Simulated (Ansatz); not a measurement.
Reactions of `[OH][Al]([SH])[CH2]F`.

Computed with Ansatz on PBE0-D4/def2-TZVP structures; ΔE is electronic, products minus reactants. CCSD(T)/CBS adds triple-zeta CCSD(T) − MP2 to the extrapolated MP2 energy (def2 sets, frozen cores). This one scheme is used for every species, atoms too. No spin–orbit coupling; open shells (•) take unrestricted orbitals. Spin–orbit coupling would lower the free atoms: a little for Al, C, F, O, S. One conformer a species, not always the lowest.

(1) Order these by ΔE at CCSD(T)/CBS, lowest first. (Estimate.)
A. `[OH][Al]([SH])[CH2]F` + H₂S → `[OH][Al]([SH])[SH]` + `CF`
B. `[OH][Al]([SH])[CH2]F` + H₂ → `[CH3][Al]([OH])[SH]` + H–F
C. `[OH][Al]([SH])[CH2]F` + HCl → `[OH][Al]([SH])[Cl]` + `CF`
D. `[OH][Al]([SH])[CH2]F` + CH₄ → `[CH3][Al]([OH])[CH2]F` + H₂S
E. `[OH][Al]([SH])[CH2]F` + CH₄ → `C[CH2][Al]([OH])[SH]` + H–F
F. `[OH][Al]([SH])[CH2]F` → Al• + C• + F• + 4 H• + O• + S•
G. `[OH][Al]([SH])[CH2]F` + H–F → `[OH][Al]([F])[SH]` + `CF`
H. `[OH][Al]([SH])[CH2]F` + CH₃NH₂ → `C[NH][Al]([OH])[SH]` + `CF`

Largest T1 diagnostic: 0.018, for Al•.

Results:

(1) G (-207.4 kJ/mol), C (-191.0 kJ/mol), B (-153.2 kJ/mol), A (-138.6 kJ/mol), H (-114.0 kJ/mol), E (-67.0 kJ/mol), D (+115.1 kJ/mol), F (+3212.5 kJ/mol).
